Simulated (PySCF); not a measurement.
Excitations are Tamm–Dancoff values on a coarser integration grid. The basis has no diffuse functions, so Rydberg states are missing or too high.

Cartesian coordinates (Å):
SMILES: BCBN
```xyz
11

B      1.6764    -0.0690     0.2641
C      0.5201     0.5853    -0.5193
B     -0.7752     0.3186     0.3640
N     -1.6504    -0.7225     0.0652
H      2.1608     0.4764     1.2097
H      2.0667    -1.1633    -0.0160
H      0.3854     0.1733    -1.5222
H      0.6342     1.6732    -0.5625
H     -1.0172     0.9903     1.3210
H     -2.4784    -0.9147     0.6036
H     -1.5223    -1.3476    -0.7148
```
Charge 0, spin multiplicity 1.

Estimate the T1 excitation (TDA), S1–T1 gap (TDA) and total energy that ωB97X-D3(BJ)/def2-TZVP // B3LYP-D3(BJ)/def2-TZVP in PySCF 2.14.0 returns for this input.


- T1 excitation (TDA): 5.41 eV
- S1–T1 gap (TDA): 0.58 eV
- total energy: -3998.50 eV
